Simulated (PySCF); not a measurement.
# Computed records: ClF$_{2}$Si, CH$_{3}$Al, C$_{2}$H$_{7}$NSi

Computed with PySCF 2.14.0. Calculation on a computer-drawn molecule: optimised geometry and harmonic frequencies of an isolated molecule of the commonest isotopes, restricted reference for singlets and unrestricted otherwise, frozen core in MP2.

Common to all runs: multiplicity 1; method HF; basis cc-pV(D+d)Z.

(1) ClF$_{2}$Si

Start structure:
```xyz
4
ClF2Si
F      0.2269    -3.5231    -0.2621
Si    -0.3676    -2.0858    -0.3350
F      0.6747    -1.2928    -1.1726
Cl    -2.0358    -1.4176     0.3424
```

It was run with charge 1.

It finds rotational constants 7.883, 3.58, 2.462 GHz; total energy -947.1427 hartree; convergence status largest gradient component 1.317e-05 hartree/bohr.

Drawn bonds:
```
atom  other atom  order
   1           2      1
   2           3      1
   2           4      1
```

Optimised structure:
```xyz
4
ClF2Si
F      0.1431    -3.5573    -0.1977
Si    -0.3154    -2.1033    -0.3825
F      0.6440    -1.2027    -1.1743
Cl    -1.9736    -1.4561     0.3273
```

Modes:
```
frequency (cm⁻¹)  reduced mass (dalton)
           243.1                  23.03
           314.3                  21.16
           337.3                  25.22
           652.6                  25.68
            1050                  22.84
            1161                  22.62
```

(2) CH$_{3}$Al

Start structure:
```xyz
5
CH3Al
C     -1.5913    -1.1373     2.1994
Al    -2.4091    -2.9025     2.6648
H     -2.0199    -0.2876     2.5846
H     -0.4939    -1.0365     2.5745
H     -1.5151    -0.9633     1.0804
```

It was run with charge 0.

The calculation gives: rotational constants 160.4, 11.5, 11.5 GHz; total energy -281.5056 hartree; convergence status largest gradient component 1.039e-05 hartree/bohr.

Drawn bonds:
```
atom  other atom  order
   1           2      1
   1           3      1
   1           4      1
   1           5      1
```

Optimised structure:
```xyz
5
CH3Al
C     -1.5392    -1.1305     2.1835
Al    -2.4005    -2.8741     2.6646
H     -2.0818    -0.2744     2.6104
H     -0.5041    -1.0701     2.5503
H     -1.5037    -0.9781     1.0949
```

Modes:
```
frequency (cm⁻¹)  reduced mass (dalton)
           499.3                  1.177
           499.3                  1.177
           582.5                   4.71
            1303                  1.239
            1525                  1.059
            1525                  1.059
            3104                  1.035
            3181                  1.098
            3181                  1.098
```

(3) C$_{2}$H$_{7}$NSi

Start structure:
```xyz
11
C2H7NSi
C     -0.6267    -0.2020     1.8671
Si    -1.9984     0.9565     1.2372
C     -1.7186     2.3137     0.1017
N     -0.4482     2.6022    -0.4853
H     -0.5325    -0.1465     2.9097
H     -0.7946    -1.2148     1.5509
H      0.3802     0.0800     1.4312
H     -3.3153     0.6804     1.7574
H     -2.5126     2.9688    -0.1632
H     -0.3029     3.6328    -0.5721
H      0.3113     2.1490    -0.1451
```

It was run with charge 0.

Drawn bonds:
```
atom  other atom  order
   1           2      1
   2           3      2
   3           4      1
   1           5      1
   1           6      1
   1           7      1
   2           8      1
   3           9      1
   4          10      1
   4          11      1
```

To be estimated
1. C$_{2}$H$_{7}$NSi (entry 3): total energy?
2. What rotational constants does the calculation give for C$_{2}$H$_{7}$NSi (entry 3)?
3. Give the table of modes values for C$_{2}$H$_{7}$NSi (entry 3).

## Answers
1. -423.1381 hartree
2. 12.15, 3.394, 2.71 GHz
3. 
Modes:
```
frequency (cm⁻¹)  reduced mass (dalton)
           115.5                  1.086
           149.7                  2.725
           216.2                  2.308
           289.5                  1.147
           429.6                  2.742
           491.8                  1.208
           684.3                  3.587
           750.6                  1.392
             774                   1.25
           834.3                  1.376
           882.8                  1.824
           911.9                  1.251
           987.7                  1.678
            1206                  1.106
            1306                  2.506
            1395                  1.237
            1547                   1.06
            1549                  1.637
            1560                  1.065
            1791                  1.121
            2367                  1.042
            3174                  1.035
            3255                  1.102
            3260                  1.102
            3299                  1.086
            3733                  1.051
            3829                  1.095
```

Further results for C$_{2}$H$_{7}$NSi (entry 3):

* convergence status largest gradient component: 2.537e-05 hartree/bohr

Optimised structure:
```xyz
11
C2H7NSi
C     -0.6223    -0.2224     1.8817
Si    -1.8988     1.0214     1.2899
C     -1.6368     2.2591     0.1343
N     -0.4959     2.6668    -0.5794
H     -0.5998    -0.2679     2.9732
H     -0.8435    -1.2248     1.5073
H      0.3752     0.0569     1.5343
H     -3.2904     0.7762     1.6987
H     -2.5193     2.8414    -0.1194
H     -0.3802     3.6647    -0.5824
H      0.3532     2.2485    -0.2486
```
